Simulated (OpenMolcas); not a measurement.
# Cl IV: Slater's ratio, the spin-orbit constant, worked from levels

- Program: OpenMolcas
- Basis: ANO-RCC-VQZP [6s5p3d2f1g]
- Scalar Hamiltonian: DKH2, point nucleus
- Active space: 2 electrons in 3 orbitals (3p)
- State averaging: 2S+1 = 3 even, 3 roots; 2S+1 = 1 even, 6 roots
- Spin-orbit coupling: state interaction with AMFI integrals over the reference wave functions, term energies averaged over their components

Methods: CASSCF; SS-CASPT2, IPEA 0.25 Eh, imaginary shift 0.1 Eh (closed shells correlated: 2s 2p 3s). Measured levels: Moore, Atomic Energy Levels, vol. I, NSRDS-NBS 35 (1971 reprint of NBS Circular 467, 1949).

**Slater's ratio.** With one set of orbitals, p2 has ¹D - ³P = 6 F2 and ¹S - ¹D = 9 F2 (F2 = F²/25), a ratio of 3/2. Term energies are centres of gravity, weighted by 2J + 1.

| Source | ¹D - ³P | ¹S - ³P | F2 from the first | Ratio |
| --- | --- | --- | --- | --- |
| CASSCF | 16062 | 39905 | 2677 | 1.484 |
| SS-CASPT2 | 12662 | 31818 | 2110 | 1.513 |
| measured | 12857 | 31641 | 2143 | 1.461 |

Energies in cm-1. A ratio away from 3/2 shows effects beyond one configuration with one set of orbitals, and in heavier atoms second-order spin-orbit shifts.

**The spin-orbit constant.** For the Hund term ³P of p2, E(J) = (A/2) J(J+1) + constant and ζ = 2S·A = 2A. From J = 0 to J = 2 the energy changes by 3 A.

```json
{"Source": "CASSCF", "E(2) - E(0)": "1232.8", "A": "410.9", "ζ": "822"}
{"Source": "SS-CASPT2", "E(2) - E(0)": "1234.9", "A": "411.6", "ζ": "823"}
{"Source": "measured", "E(2) - E(0)": "1341.0", "A": "447.0", "ζ": "894"}
```

All in cm-1. SS-CASPT2 is off by -7.9 % and CASSCF by -8.1 %. Both methods take the spin-orbit matrix elements from the reference wave functions, so the second can move ζ only through the term energies and any multistate remixing. Second-order mixing with other terms is absorbed into this ζ.

CASPT2 breaks the degeneracy within a term, and the mean is taken; among the terms shown or strongly mixed into the levels shown the widest spread is 120 cm-1 (3s² 3p² ¹D, SS-CASPT2). With the s shell closed, the reference lacks s² → p² mixing. Computed and measured levels are paired by configuration, term and J; levels that our copy of the source lacks, or whose pairing is in doubt (as where it misses far off the trend of its configuration), stay unpaired and out of the deviations. Only configurations of the active space appear.
